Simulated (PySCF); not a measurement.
**Bond length, frequency and bond energy of TlF by level of theory**

State: ¹Σ⁺ (singlet), closed shell. Set-up: basis Tl aug-cc-pVDZ-PP with ECP60, F aug-cc-pVDZ; scalar-relativistic core potentials; PySCF 2.14. De refers to Tl + F in their high-spin ground configurations, without counterpoise correction. A positive dipole means Tl(−)F(+).

| Level | Re (Å) | ωe (cm⁻¹) | De (eV) | μ (D) |
| --- | --- | --- | --- | --- |
| RHF | 2.109 | 473 | 3.22 | -4.59 |
| RHF-MP2 | 2.116 | 470 | 5.43 | n/a |
| RHF-SCS-MP2 | 2.122 | 465 | 5.24 | n/a |
| RHF-CCSD | 2.115 | 470 | 4.96 | n/a |
| RHF-CCSD(T) | 2.119 | 467 | 5.09 | n/a |
| PBE | 2.149 | 442 | 5.46 | -4.36 |
| PW91 | 2.147 | 444 | 5.52 | -4.37 |
| r²SCAN | 2.123 | 466 | 5.22 | -4.25 |
| M06-L | 2.137 | 457 | 5.38 | -4.39 |
| PBE0 | 2.122 | 463 | 5.05 | -4.44 |
| B97-3 | 2.140 | 448 | 5.13 | -4.63 |
| CAM-B3LYP | 2.120 | 467 | 5.19 | -4.50 |

Task: Which functional lies closest to RHF-CCSD(T) in De, which farthest, and by how much do they differ from it?

Result: Closest is PBE0 (+0.3 pm in Re, -0.9 % in ωe, -0.04 eV in De against RHF-CCSD(T) in the same basis), farthest PW91 (+2.8 pm in Re, -4.9 % in ωe, +0.43 eV in De). CCSD(T) converges more slowly with the basis than the functionals do and binds too weakly in this one, so the order can change at the basis-set limit.

Task: What does a quarter of exact exchange do here, going from PBE to PBE0?

Result: PBE0 less PBE: -2.7 pm in Re, +4.8 % in ωe, -0.41 eV in De. Exact exchange removes part of the self-interaction that spreads semilocal densities, and in most molecules shortens and stiffens the bond and lowers De; so it does here.

Task: What does the step from GGA to meta-GGA do here, going from PBE to r²SCAN?

Result: r²SCAN less PBE: -2.6 pm in Re, +5.4 % in ωe, -0.24 eV in De. 

Measured (Huber and Herzberg, Constants of Diatomic Molecules (1979)): Re = 2.084438 Å, ωe = 477.3 cm⁻¹.

Correlated steps freeze 5 core orbitals. Correlated levels converge slowly with the basis: in double zeta they bind strong bonds too weakly, by up to about 1 eV, and carry superposition errors of some tenths. Spin–orbit coupling is left out, which matters for elements this heavy, above all for dissociation energies. Where the molecule has an RHF reference, its open-shell atoms are computed with UHF.
